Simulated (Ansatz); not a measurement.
Start from `[SiH3][O][GeH2][SiH3]` and change one atom or group to get `[SiH3][O][GeH3]`.

Ansatz, PBE0-D4/def2-TZVP geometries, multiplicity 1. Each molecule was computed in one conformer, which needn't be the lowest.

Scalar relativity is left out up to krypton.

```
                                          property  `[SiH3][O][GeH2][SiH3]`
             HOMO energy (ωB97M-V/def2-TZVPP) / eV                   -10.32
                 LUMO energy (PBE/def2-TZVPP) / eV                    -1.43
               HOMO–LUMO gap (PBE/def2-TZVPP) / eV                     5.53
size of the dipole moment (ωB97M-V/def2-TZVPP) / D                     1.39
              HOMO–LUMO gap (PBE0/def2-TZVPP) / eV                     7.65
               LUMO energy (B3LYP/def2-TZVPP) / eV                    -0.76
```

(1) Give the same properties after the change, and the shifts. (Estimate.)

Answers

(1) Ansatz gave: 
```
                                          property  `[SiH3][O][GeH3]`  shift
             HOMO energy (ωB97M-V/def2-TZVPP) / eV             -10.77  -0.45
                 LUMO energy (PBE/def2-TZVPP) / eV              -1.13   0.30
               HOMO–LUMO gap (PBE/def2-TZVPP) / eV               5.89   0.36
size of the dipole moment (ωB97M-V/def2-TZVPP) / D               1.30  -0.09
              HOMO–LUMO gap (PBE0/def2-TZVPP) / eV               8.21   0.56
               LUMO energy (B3LYP/def2-TZVPP) / eV              -0.48   0.28
```

With PBE0 the HOMO falls by 0.24 eV and the LUMO rises by 0.32 eV, so the gap widens by about 0.56 eV. PBE moves the HOMO by -0.05 eV and ωB97M-V by -0.45 eV. Dipoles are sizes alone; their direction can turn.

B3LYP here is the variant with VWN-RPA as its local correlation; programs differ in this.
